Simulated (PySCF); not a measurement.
A geometry optimisation on `COC1=C=CCCCCCC1`.

Computed with PBE0-D3(BJ)/def2-SVP geometry optimisation, gas phase (PySCF 2.14.0). Start geometry: GFN2-xTB. The input is one job of a driver script: a line of settings, then coordinates in Å.

Input:
```
{"job": {"xc": "PBE0", "basis": "def2-SVP", "d3": "d3bj", "grid": 2, "kind": "geom"}, "charge": 0, "multiplicity": 1}
C      3.214564     0.436493     0.062041
O      2.333172     0.395265     1.152432
C      1.200335    -0.361235     0.958939
C      0.980979    -1.106390    -0.093011
C      0.482170    -1.575525    -1.198346
C     -0.446093    -0.742426    -2.054429
C     -1.095169     0.380581    -1.241237
C     -1.932403    -0.189869    -0.089524
C     -2.007830     0.687930     1.161216
C     -0.681984     0.986322     1.875070
C      0.236442    -0.228593     2.110712
H      4.062246     1.045868     0.369645
H      2.737245     0.881382    -0.818419
H      3.554623    -0.571016    -0.203779
H      0.681111    -2.584284    -1.536685
H      0.108487    -0.321083    -2.899012
H     -1.219251    -1.397820    -2.463653
H     -1.721374     0.991765    -1.894292
H     -0.308385     1.021516    -0.844806
H     -2.952763    -0.363068    -0.441358
H     -1.522843    -1.157870     0.197950
H     -2.471997     1.644033     0.904735
H     -2.671656     0.184082     1.869400
H     -0.931686     1.430279     2.841881
H     -0.120637     1.739502     1.318993
H     -0.351717    -1.137049     2.233725
H      0.824518    -0.062366     3.014497
```

Output:
```
step   0  E = -464.98598400  max force = 0.023041
step   1  E = -464.98890010  max force = 0.005180
step   2  E = -464.98925337  max force = 0.003428
step   3  E = -464.98934378  max force = 0.002446
step   4  E = -464.98944966  max force = 0.000337
step   5  E = -464.98947177  max force = 0.000548
step   6  E = -464.98948455  max force = 0.000307
optimisation converged
```

Energies in Eh; «max force» is the largest Cartesian gradient component in Eh/bohr.

How much energy does the optimisation release, in kJ/mol?

E(step 0) − E(last step) = 0.003501 Eh, which is 9.2 kJ/mol.

Give the first gradient maximum in eV/Å.

With 1 Eh/bohr = 51.422 eV/Å, 1.185 eV/Å.

Summary of the converged run: final energy -464.98948 Eh after 6 steps; dipole 0.96 D.

Where do the atoms end?

0.087 Å rms from the input after alignment:
```
atom  x, y, z in Å
C1     2.5642    0.9201    1.2251
O2     1.7154    0.7849    2.3326
C3     0.7021   -0.1088    2.2075
C4     0.5274   -0.8912    1.1542
C5     0.0151   -1.3801    0.0466
C6    -1.0133   -0.6099   -0.7566
C7    -1.6677    0.5186    0.0360
C8    -2.4779   -0.0075    1.2279
C9    -2.5306    0.8776    2.4710
C10   -1.2007    1.1854    3.1694
C11   -0.2489   -0.0108    3.3654
H12    3.3499    1.6334    1.5058
H13    2.0202    1.2992    0.3424
H14    3.0185   -0.0497    0.9537
H15    0.2925   -2.3788   -0.3178
H16   -0.5438   -0.2182   -1.6774
H17   -1.7841   -1.3225   -1.1022
H18   -2.3133    1.1121   -0.6316
H19   -0.8796    1.2070    0.3826
H20   -3.5123   -0.2062    0.8998
H21   -2.0767   -0.9905    1.5228
H22   -3.0204    1.8373    2.2282
H23   -3.1971    0.3821    3.1987
H24   -1.4333    1.6276    4.1519
H25   -0.6478    1.9692    2.6257
H26   -0.8072   -0.9508    3.4838
H27    0.3500    0.1348    4.2782
```

On an Intel Xeon Platinum 8488C with one thread, on a shared host, this took 5.4 min wall and 1.1 GiB of memory at its peak.
Labels such as C1 count atoms from 1, the log's own numbers from 0.
